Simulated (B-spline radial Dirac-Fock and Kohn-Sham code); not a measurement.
**X-ray form factors of selenium in several charge states**

Level of theory: Dirac-Fock densities; a B-spline atomic structure program.

Configurations: Se²¹⁺ [Ne] 3s2 3p1; Se²²⁺ [Ne] 3s2; Se²⁵⁺ [He] 2s2 2p5. The first column is f₀ of Se²¹⁺, the others are differences from it.

| s (Å⁻¹) | Se²¹⁺ | Δ Se²²⁺ | Δ Se²⁵⁺ |
| --- | --- | --- | --- |
| 0 | 13.000 | -1.000 | -4.000 |
| 0.1 | 12.920 | -0.980 | -3.939 |
| 0.2 | 12.687 | -0.923 | -3.761 |
| 0.3 | 12.317 | -0.835 | -3.484 |
| 0.4 | 11.839 | -0.724 | -3.133 |
| 0.5 | 11.285 | -0.600 | -2.737 |
| 0.7 | 10.073 | -0.354 | -1.930 |
| 0.9 | 8.898 | -0.158 | -1.255 |
| 1.1 | 7.876 | -0.038 | -0.797 |
| 1.4 | 6.652 | +0.022 | -0.481 |

Values without a named source are computed, but for edge energies of neutral atoms, which are taken from tables.
